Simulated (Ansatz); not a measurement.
Input file for Ansatz (a first-principles code): R-PBE/def2-TZVPPD on H2 (SMILES [H][H]). Files ending in .json are basis or fitting sets from the Basis Set Exchange.

Ansatz 0.2 input:
```yaml
crystal:
  periodic: [false, false, false]
  atoms:
    - {symbol: H, position_ang: [-0.09568005, 0.40653908, 3.24897988]}
    - {symbol: H, position_ang: [-0.08861366, -0.04939427, 2.65979387]}
basis:
  gaussian:
    orbitals: def2-TZVPPD.json
hamiltonian:
  xc: {name: PBE}
scf: {lower_state_search: off}
```

The log:

```
WARN ansatz: RAYON_NUM_THREADS=1 ignored (pool sized by the plan → 1); use --threads N
Functional definition: PBE
these checks for a lower state are left out or cut short: stability, starts, cluster_reference, orbital_swaps, neighbouring_geometries, increment
integrals: 0.00 GiB planned
118 factors; their error is unknown
mean field: 0.05 GiB planned
mean field evaluation 1: about -31.4065 eV, gradient 9.4e0 eV
mean field evaluation 2: about -31.6948 eV, gradient 3.2e0 eV
mean field evaluation 4: about -31.7361 eV, gradient 5.1e-2 eV
mean field evaluation 8: about -31.7321 eV, gradient 3.2e-3 eV
mean field -31.73209524 eV, -1.1661329913 hartree, gradient 8.3e-7 eV, S^2 0.000000; 0 other end points of the search recorded, 0 dependent functions left out
reference -31.73211612 eV, -1.1661337588 hartree; 1, 1 occupied and 33, 33 virtual orbitals, 118 factors
Total energy: -31.73211612 eV, -1.1661337588 hartree
Checks for a lower state left out: stability, starts, cluster_reference, orbital_swaps, neighbouring_geometries, increment
```

The run converged.

Cost: around 0.07 core-seconds (rough).
